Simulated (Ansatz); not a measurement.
Ansatz results at the PBE0-D4/def2-TZVP geometry: zero-point energy (PBE0-D4/def2-TZVP) 116.7 kJ/mol; HOMO–LUMO gap (PBE/def2-TZVPP) 5.44 eV; LUMO energy (ωB97M-V/def2-TZVPP) 0.83 eV.

(1) Which molecule gave them?
A. `ClC1O[SiH2]O1`
B. `NC1=C(O)C1`
C. `O=CSS`
D. `C1=NCNCS1`

Results:

(1) A. The others give `NC1=C(O)C1`: 207.9, 4.21, 2.25; `C1=NCNCS1`: 254.7, 4.07, 1.80; `O=CSS`: 78.0, 4.00, 0.95.
